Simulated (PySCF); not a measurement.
# Structure from NMR data

Molecular formula: C$_{6}$H$_{16}$Si$_{2}$. Simulated spectra:

¹H NMR (400 MHz, computed): δ 6.04 (br s, 1H), 5.42 (br s, 1H), 3.83 (q, 2H), 1.97 (s, 3H), 0.23 (s, 6H), 0.07 (t, 3H).

¹³C{¹H} NMR (computed): δ 156.2 (C), 132.3 (CH2), 27.5 (CH3), -2.6 (CH3, 2C), -11.2 (CH3).

- GFN2-xTB structure
- σ from GIAO-PBE0/pcSseg-1
- program: PySCF
- one averaged value for each set of equivalent atoms, in vacuum, non-relativistic Hamiltonian, one conformer

Referencing at the same level of theory: TMS for ¹H and ¹³C.

Task: Choose the structure that fits.
A. C=C(C)[Si](C)(C)[SiH2]C
B. CC(C)/C(=C\[SiH3])C[SiH3]
C. CCC/C(=C\[SiH3])C[SiH3]

Result: A. 

1. The formula gives 1 degree of unsaturation (no ring in the answer).
2. 5 carbon signals for 6 carbons: some carbons are equivalent by symmetry or fast rotation.
3. Carbon types of the structure: 1 × C, 1 × CH2, 4 × CH3, leaving 2 H on heteroatoms.
4. δC 156.2: fully substituted alkene carbon; the olefinic region.
5. δC 132.3: terminal =CH2 carbon; the olefinic region.
6. δC 27.5: allylic methyl carbon; a saturated carbon with 1 carbon neighbour and no heteroatom attached.
7. δH 6.04, 5.42: hydrogen on a terminal =CH2 carbon; olefinic region.
8. δH 1.97: hydrogen on an allylic methyl carbon; allylic position.

The others: CC(C)/C(=C\[SiH3])C[SiH3] has carbons computed at 177.6, 114.6, 42.5, 23.4, 18.1, with a different DEPT pattern; CCC/C(=C\[SiH3])C[SiH3] would give 6 carbon signals, not 5.

Shifts are as computed. Against solution values, carbons near 30 ppm lie about +3 ppm off and those near 130 ppm about +5 ppm. Of 1309 compounds with measured shifts, 239 miss one by over three times the rms of a fit or turn the order of signals round; such compounds aren't used in these exercises. Multiplicities follow the n + 1 count of equivalent neighbours, as no J values were calculated; m marks all less simple cases, F and P coupling included.
